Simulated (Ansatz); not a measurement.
A search over several starts for the lowest SCF solution of Li2Al3⁻ at the given spin, in a small basis.

```yaml
crystal:
  periodic: [false, false, false]
  atoms:
    - {symbol: Li, position_ang: [-1.312115, 0.636196, -1.067584]}
    - {symbol: Li, position_ang: [-0.336710, -0.327530, 1.788721]}
    - {symbol: Al, position_ang: [-0.577463, -1.928685, -0.574041]}
    - {symbol: Al, position_ang: [0.790617, 2.044169, -0.015270]}
    - {symbol: Al, position_ang: [1.435671, -0.424150, -0.131816]}
basis:
  gaussian: {orbitals: def2-SVP}
total_charge: -1
magnetization: {spin_polarized: true, initial_magnetization: 0}
hamiltonian: {xc: pbe0, dispersion: d4}
output: {orbitals: {seedname: orbitals}}
```

```sh
$ ansatz run in.yaml --threads 4 --pin off --events-out ev --progress --plain --max-ram 3916MiB
```

Output, abridged:

```
Functional definition: PBE0
732 factors; integrals over basis functions are off by at most 1.0e-3 eV
mean field evaluation 1: about -20182.5453 eV, gradient 6.3e0 eV
mean field evaluation 2: about -20182.0043 eV, gradient 8.8e0 eV
mean field evaluation 4: about -20182.9825 eV, gradient 9.6e-1 eV
mean field evaluation 8: about -20183.0504 eV, gradient 8.2e-2 eV
mean field evaluation 16: about -20183.0505 eV, gradient 1.6e-4 eV
mean field evaluation 32: about -20183.0506 eV, gradient 6.7e-5 eV
mean field evaluation 64: about -20183.0417 eV, gradient 1.3e-1 eV
mean field evaluation 96: about -20183.0360 eV, gradient 6.3e-1 eV
mean field -20183.05057983 eV, -741.7134282459 hartree, gradient 9.9e-6 eV, S^2 0.017624; 11 other end points of the search recorded, 0 dependent functions left out
reference -20183.05061358 eV, -741.7134294862 hartree; 23, 23 occupied and 49, 49 virtual orbitals, 732 factors
Total energy: -20183.18374577 eV, -741.7183220039 hartree
```

Run time 18 s (4 threads of Arm Neoverse N1 on a shared host).

The highest occupied level of the charge -1 singlet lies above zero (up to 0.05 eV). By energy differences its removal costs 1.30 eV (vertical, to the charge 0 doublet, at PBE0-D4/def2-TZVPD). At PBE0-D4/def2-TZVPD a triplet of charge -1 lies 0.23 eV below the unrestricted singlet, which stands at the restricted singlet's geometry. The structure comes from a short search, and lower isomers may exist.
